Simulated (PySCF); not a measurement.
**`CC#[N+][GaH2-][CH2][SiH3]`, C3H10GaNSi**

Geometry:
| atom | x (Å) | y (Å) | z (Å) |
| --- | --- | --- | --- |
| C1 | 3.293 | -0.393 | 0.663 |
| C2 | 2.044 | -0.116 | 0.037 |
| N3 | 1.030 | 0.107 | -0.453 |
| Ga4 | -0.573 | 0.448 | -1.640 |
| C5 | -2.029 | 0.932 | -0.343 |
| Si6 | -2.326 | -0.502 | 0.863 |
| H7 | 3.292 | -1.414 | 1.043 |
| H8 | 3.451 | 0.301 | 1.489 |
| H9 | 4.098 | -0.279 | -0.064 |
| H10 | 0.157 | 1.535 | -2.480 |
| H11 | -0.518 | -0.960 | -2.286 |
| H12 | -2.966 | 1.156 | -0.866 |
| H13 | -1.765 | 1.838 | 0.216 |
| H14 | -3.416 | -0.165 | 1.790 |
| H15 | -1.111 | -0.741 | 1.667 |
| H16 | -2.668 | -1.740 | 0.155 |

Level of theory: PySCF 2.14.0, GIAO wB97X-D/pcSseg-1 magnetisability, rotational g tensor and spin-rotation constants, non-relativistic, gas phase. Geometry: GFN2-xTB.

The calculation is non-relativistic, which matters for the atoms heavier than Zn.

**Question.** Give the nuclear spin-rotation constants along the inertial axes (H = +C I·J) beside the isotropic shieldings.

**Answer.** Rotational constants 2.2195, 1.0201, 0.7395 GHz. A star marks the isotopologue with that one atom substituted, in its own axes.
| atom | isotope | Caa (kHz) | Cbb (kHz) | Ccc (kHz) | mean (kHz) | σ (ppm) |
| --- | --- | --- | --- | --- | --- | --- |
| N3 | 14N | 0.095 | 0.169 | 0.145 | 0.136 | 18.7 |
| Ga4 | 69Ga | 3.693 | 1.725 | 1.274 | 2.231 | 1483.4 |
| H7 | 1H | -0.251 | -0.058 | -0.030 | -0.113 | 29.5 |
| H8 | 1H | -0.245 | -0.085 | -0.013 | -0.114 | 29.5 |
| H9 | 1H | -0.101 | -0.054 | -0.084 | -0.080 | 29.6 |
| H10 | 1H | -0.134 | -0.007 | -0.040 | -0.060 | 27.4 |
| H11 | 1H | -0.166 | -0.077 | 0.020 | -0.075 | 27.6 |
| H12 | 1H | -0.055 | -0.087 | -0.090 | -0.077 | 32.5 |
| H13 | 1H | -0.243 | -0.114 | -0.004 | -0.121 | 32.4 |
| H14 | 1H | -0.027 | -0.056 | -0.048 | -0.044 | 27.6 |
| H15 | 1H | 0.031 | -0.061 | -0.071 | -0.034 | 28.0 |
| H16 | 1H | -0.182 | -0.091 | 0.025 | -0.083 | 27.8 |
| C1 | 13C* | 0.239 | 0.116 | 0.086 | 0.147 | 185.7 |
| C2 | 13C* | 0.207 | 0.384 | 0.334 | 0.308 | 57.9 |
| C5 | 13C* | 0.182 | 0.098 | 0.063 | 0.114 | 205.1 |
| Si6 | 29Si* | -1.289 | -0.518 | -0.405 | -0.737 | 419.9 |

For the geometry as given, no vibrational averaging.

**Question.** How do the rotational constants and the g tensor change when H7, H8, H9, H10, H11, H12, H13, H14, H15, H16 are replaced by deuterium?

**Answer.** Constants 1.8956, 0.8716, 0.6446 GHz; g -0.0155, 0.0009, -0.0016, against -0.0179, 0.0011, -0.0017 before.
